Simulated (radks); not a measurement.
Results of a calculation; reference values are marked as such.
Question: The manganese ion Mn+, [Ar] 3d5 4s1. Code: a radial shooting solver on a logarithmic mesh with Libxc functionals. Model: non-relativistic Kohn-Sham, exchange-only LDA, spin-polarised, spherical densities, point nucleus. Every spin shell is full or empty, so the densities are truly spherical. Functionals are evaluated on that one density, not self-consistently. Rank these orbital-free kinetic functionals by their error against the exact value of the orbitals, and give that value: Thomas-Fermi, von Weizsacker, APBEK, revAPBEK, Perdew 92, Thakkar, LKT, PG1, DePristo-Kress, Ernzerhof.

Answer: Exact: 1146.36 hartree. From best to worst, with 100 (|E| - |E exact|)/|E exact| (equal figures are ties): APBEK +0.08, DePristo-Kress -0.09, Ernzerhof -0.32, revAPBEK +0.35, Thakkar -0.40, Perdew 92 -0.77, Thomas-Fermi -6.63, PG1 +20.25, LKT +25.40, von Weizsacker -47.33.
